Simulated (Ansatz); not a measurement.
Input for Ansatz (a quantum-chemistry and plane-wave program): R-CCSD(T)/def2-SVP on H2OSn (SMILES [OH][SnH]), a point of a bond scan (R = 1.803 Å). Elements past Kr take the def2 small-core potentials; no spin–orbit coupling. The run froze 10 orbitals, filled d shells among them.

Ansatz 0.2 input:
```yaml
crystal:
  periodic: [false, false, false]
  atoms:
    - {symbol: Sn, position_ang: [-0.18386056, -0.15025870, 0.19526245]}
    - {symbol: H, position_ang: [-1.45520735, 0.01473920, -1.07212820]}
    - {symbol: O, position_ang: [1.21528417, 0.79939053, -0.86933130]}
    - {symbol: H, position_ang: [0.92596202, 1.10307134, -1.73634394]}
basis:
  gaussian:
    orbitals: def2-SVP
    pivot_positions_ang: [[-0.18386056, -0.15025870, 0.19526245], [-1.45520735, 0.01473920, -1.07212820], [1.21528417, 0.79939053, -0.86933130], [0.92596202, 1.10307134, -1.73634394]]
magnetization: {spin_polarized: false}
correlation: {method: ccsd_t, electrons: outside_noble_gas}
scf: {lower_state_search: off}
output: {orbitals: {seedname: ./end}}
```

Give the final energy of this run.

-289.5963 hartree (reference determinant -289.3050, T1 diagnostic 0.023).
